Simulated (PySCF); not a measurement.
Atoms are numbered as in `[CH3:1][C:2]1([C:3](=[O:4])[Cl:5])[CH2:6][CH2:7]1`; H(Xn) means a hydrogen on atom n.

All values are calculated (PySCF): geometry from GFN2-xTB, PBE0/pcSseg-1 with gauge-including orbitals. No relativistic terms, one conformer, equivalent nuclei averaged, in vacuum.

Problem. List the cross peaks expected in HSQC, COSY and HMBC spectra.

Solution. 

HSQC (one-bond C–H):
```csv
δH,δC
1.63 (Ha(C6)/Ha(C7)),22.5 (C6/C7)
1.33 (H(C1)),21.9 (C1)
0.89 (Hb(C6)/Hb(C7)),22.5 (C6/C7)
```

COSY cross peaks (H two or three bonds apart, from the bond graph; peaks can be absent where the dihedral angle is near 90°):
```csv
δH,δH
1.63 (Ha(C6)/Ha(C7)),0.89 (Hb(C6)/Hb(C7))
```

HMBC (two and three bonds, from the bond graph):
```csv
δH,δC
1.63 (Ha(C6)/Ha(C7)),"186.7 (C3), 30.3 (C2), 22.5 (C6/C7), 21.9 (C1)"
1.33 (H(C1)),"186.7 (C3), 30.3 (C2), 22.5 (C6/C7)"
0.89 (Hb(C6)/Hb(C7)),"186.7 (C3), 30.3 (C2), 22.5 (C6/C7), 21.9 (C1)"
```

δ = σ(ref) − σ, references computed at the same level: ¹H, ¹³C vs TMS.

Short H···H contacts in this conformer between protons four or more bonds apart (candidates for NOE cross peaks, intensity ∝ r⁻⁶): H(C1)···Hb(C6) 2.50 Å.

Carbons that carry Cl, above all several Cl atoms, come out too deshielded, partly because spin–orbit coupling is missing. Shifts are as computed. Against solution values, carbons near 30 ppm lie about +3 ppm off and those near 130 ppm about +5 ppm; carbons on Cl a further +6 ppm. Of 1211 compounds with measured shifts, 218 miss one by over three times the rms of a fit or turn the order of signals round; such compounds aren't used in these exercises.
